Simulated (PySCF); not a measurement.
**Working with the constants of NaAs**

ROHF-CCSD(T) constants of NaAs, ³Σ⁻ (triplet), unpaired electrons π ↑↑ (basis Na 6-311G(d,p), As 6-311G(d,p); no relativity; PySCF 2.14; masses 22.9898 and 74.9216 u):

| Quantity | Value |
| --- | --- |
| ωe | 225.8 cm⁻¹ |
| ωexe | 1.12 cm⁻¹ |
| Be | 0.12395 cm⁻¹ |
| αe | 0.000820 cm⁻¹ |
| De to Na + As | 0.91 eV |

Problem. What force constant and bond length do these constants imply?

Solution. Reduced mass μred = 17.592 u; k = 5.8918×10⁻⁷·μred·ωe² (u, cm⁻¹, mdyn/Å) = 0.528 mdyn/Å; Re = √(16.8576/(μred·Be)) (u, cm⁻¹, Å) = 2.780 Å.

Problem. Estimate the centrifugal constant D from the Kratzer relation and find the Dunham coefficient a1.

Solution. D = 4Be³/ωe² = 1.49e-07 cm⁻¹; a1 = −1 − αeωe/(6Be²) = -3.01.

Correlated steps freeze 10 core orbitals. Spin–orbit coupling is left out. The state was picked by a PBE0 search and need not be the measured ground state.
